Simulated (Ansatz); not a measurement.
C3HCl, SMILES `C#C[C]Cl` (triplet; the order of the spin states depends on the level) (charge 0, multiplicity 3). This triplet lies 0.08 eV below the relaxed singlet at the level B3LYP/cc-pVTZ // PBE0-D3(BJ)/def2-TZVP (Ansatz, a program for electronic structure); other levels give the other order.

Cartesian coordinates (Å):
```xyz
5

C     -1.3149    -0.2409    -0.7326
C     -0.0850    -0.1112    -0.6240
C      1.2142    -0.1229    -0.4786
Cl     2.5556     0.8160    -0.5265
H     -2.3700    -0.3409    -0.8273
```
Charge 0, spin multiplicity 3.

Frozen-core energies in 6-31g from Ansatz at a geometry from PBE0-D3(BJ)/def2-TZVP; the HF reference has <S^2> = 2.41 and the T1 diagnostic is 0.038.

| level | energy (Ha) | difference from CCSDT(Q) (mHa) |
|---|---|---|
| HF | -573.45692 | 290.93 |
| MP2 | -573.68797 | 59.89 |
| CCSD | -573.73623 | 11.63 |
| CCSD(T) | -573.74543 | 2.43 |
| CCSDT | -573.74696 | 0.90 |
| CCSDT(Q) | -573.74786 | 0.00 |
